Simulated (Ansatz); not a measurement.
A nudged elastic band was laid between two geometries of B2ClH3S (7 atoms, charge 0, multiplicity 1).

These are results of UKS PBE0-D4/def2-SVP in Ansatz 0.2.0, not measurements.

```
movable images  : 7
climbing image  : yes
spring          : 5.0 eV/Å²
optimiser       : quadratic models (default)
start path      : through a guess of the saddle point
force threshold : 0.03 eV/Å
iteration limit : 60
end points      : relaxed
```

First end point:

```xyz
7
Properties=species:S:1:pos:R:3
B 0.159 -0.488 -1.376
S -1.012 0.456 -0.392
B -0.338 0.564 1.291
Cl 1.166 -0.133 1.819
H 1.176 -0.918 -0.903
H -0.151 -0.651 -2.528
H -1.000 1.170 2.090
```

Last end point:

```xyz
7
Properties=species:S:1:pos:R:3
B 0.032 -0.315 -1.503
S -0.218 1.023 -0.369
B -0.108 0.236 2.760
Cl 1.525 -0.286 2.916
H 1.145 -0.414 -1.952
H -0.859 -1.070 -1.792
H -1.518 0.826 -0.060
```

(1) Which bonds break or form, and what moves?

(2) What energy profile does the band end with?

(3) What is the geometry of the highest image?

The band took 40 iterations and of the order of 7 core-minutes.

Answers

(1) Bonds broken: S2–B3, B3–H7. Bonds formed: S2–H7. B2ClH3S becomes BCl + BH3S.

(2) The forces met the threshold. The highest image is number 7 of 0 to 8, 3.56 eV above the first end and 0.00 eV above the last; the last end lies 3.56 eV above the first. The profile has 2 maxima (images 1, 3) with wells between them (image 2): this band takes more than one step, which may be the mechanism or a detour left from its start path. Neighbouring images differ by up to 2.0 eV, so the band resolves the path poorly. The top lies less than 8 meV above the higher end, about what the thresholds resolve: that end is a shoulder or a very shallow well. A vibrational analysis at the climbing image gives no mode beyond 40i cm⁻¹: the surface is too flat there to confirm a saddle point. The orbitals stay closed-shell, which can raise the energy where a bond breaks towards radicals; this wasn't checked here.

| image | path coordinate (Å) | energy (eV) | S2–B3 (Å) | B3–H7 (Å) | S2–H7 (Å) |
| --- | --- | --- | --- | --- | --- |
| 0 | 0.00 | 0.00 | 1.82 | 1.20 | 2.58 |
| 1 | 1.61 | 0.32 | 1.78 | 1.20 | 2.59 |
| 2 | 3.21 | 0.14 | 1.80 | 1.20 | 2.59 |
| 3 | 4.82 | 0.22 | 1.84 | 1.20 | 2.66 |
| 4 | 6.43 | 0.04 | 1.82 | 1.20 | 2.65 |
| 5 | 8.03 | 1.46 | 2.03 | 1.19 | 2.19 |
| 6 | 9.64 | 3.50 | 3.44 | 2.26 | 1.37 |
| 7 | 11.24 | 3.56 | 3.37 | 3.11 | 1.35 |
| 8 | 11.73 | 3.56 | 3.23 | 3.21 | 1.35 |

(3) 
```xyz
7
Properties=species:S:1:pos:R:3
B 0.046 -0.281 -1.438
S -0.249 1.194 -0.504
B -0.144 0.115 2.684
Cl 1.482 -0.438 2.768
H 1.109 -0.336 -2.003
H -0.768 -1.165 -1.493
H -1.476 0.912 -0.014
```

The run took 3.8 min on 2 threads of AMD EPYC 9R45 96-Core Processor (Zen 5), on a shared host, peak memory 0.26 GiB.
